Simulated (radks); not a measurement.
All-electron atom: Ni21+ in [He] 2s2 2p3.

Method: Dirac Kohn-Sham, PBE, spin-unpolarised, spherical densities, point nucleus; open shells fill j = l - 1/2 first; computed with a radial shooting solver on a logarithmic mesh with Libxc functionals.

Energy parts (eV):
| part | energy |
|---|---|
| total | -31785.169 |
| kinetic | 32448.266 |
| electron-nucleus | -67345.010 |
| Hartree | 4011.127 |
| exchange-correlation | -899.552 |

Orbitals (lengths in bohr, moments of r in powers of bohr; r(max) is where P^2 peaks):
orbital,occ.,eigenvalue (eV),<r^2>,r(max),<1/r>,<r>
1s1/2,2,-9337.522,0.003907,0.03536,28.15,0.05392
2s1/2,2,-1930.676,0.06281,0.1978,6.478,0.2314
2p1/2,2,-1838.188,0.04775,0.1557,6.419,0.1983
2p3/2,1,-1817.812,0.04897,0.1581,6.290,0.2011
3s1/2,0,-784.0322,0.3479,0.5272,2.684,0.5533
3p1/2,0,-754.3466,0.3225,0.5004,2.646,0.5290
3p3/2,0,-749.0664,0.3272,0.5045,2.612,0.5330
3d3/2,0,-713.3488,0.2474,0.3959,2.533,0.4640
3d5/2,0,-712.0595,0.2486,0.3971,2.524,0.4653

The highest occupied level is 2p3/2 at -1817.8 eV. For comparison, the ionisation energy in NIST's Atomic Spectra Database is 1880 eV (semi-empirical). In exact Kohn-Sham theory the highest level is minus the ionisation energy, but local and semilocal functionals leave it too shallow, through self-interaction and a potential that decays too fast; potentials with the right tail come closer. Summed over all electrons, <r^2> = 0.2779 bohr^2, which gives a Langevin (diamagnetic) susceptibility term of -0.22 x 10^-6 cm^3/mol. The density falls to 0.001 e/bohr^3 at r = 0.76 bohr.

Beside tabulated values, note that spin-unpolarised runs miss the spin-polarisation part of the exchange energy of open shells.
